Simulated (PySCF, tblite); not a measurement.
Isomers of C3H11Si2 (doublet state), one GFN2-xTB conformer each. Single-point energies are computed at B3LYP/pcH-1 (PySCF, gas phase, no added dispersion term), electronic only. GFN2-xTB treats the open shell by occupation alone, and not every SCF solution was tested for stability.

Question: Rank them by B3LYP/pcH-1 energy, lowest first (kcal/mol).
A. `[CH3:1][CH:2][CH:3]([SiH3:4])[SiH3:5]` (doublet state) with C1–C2–C3–Si4 111°
B. `[CH2:1][CH2:2][CH:3]([SiH3:4])[SiH3:5]` (doublet state) with H–C1–C2–C3 107° and -68°, C1–C2–C3–Si4 -49°

Answer: A (0.0), B (8.9).

GFN2-xTB itself gives, in the same order: 0.0, 10.7. Both levels put the same isomer lowest.

Question: What happens when harmonic zero-point energies from GFN2-xTB frequencies are added?

Answer: 
```csv
SMILES,ZPE (kcal/mol),electronic (kcal/mol),with ZPE (kcal/mol)
C[CH]C([SiH3])[SiH3],72.4,0.0,0.0
[CH2]CC([SiH3])[SiH3],72.2,8.9,8.7
```

The zero-point energies span 0.2 kcal/mol. The order is unchanged.
